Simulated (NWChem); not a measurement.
neopentasilane (Si5H12); SMILES [Si]([SiH3])([SiH3])([SiH3])[SiH3]

Results from NWChem. All runs use the structure optimised with PBE0/def2-SVP. No frequency run checked for a minimum. Vertical excitations in the gas phase; the lowest state need not have the same character in each row.

For level PBE0/def2-SVP, full TDDFT:

```
Quantity                         Value
-------------------------------  -----
lowest excitation, singlet (eV)   6.70
orbital gap (eV)                  7.91
```

Estimate the same quantities for level PBE/def2-SVP, full TDDFT.


- lowest excitation, singlet (eV): 6.09
- orbital gap (eV): 6.07
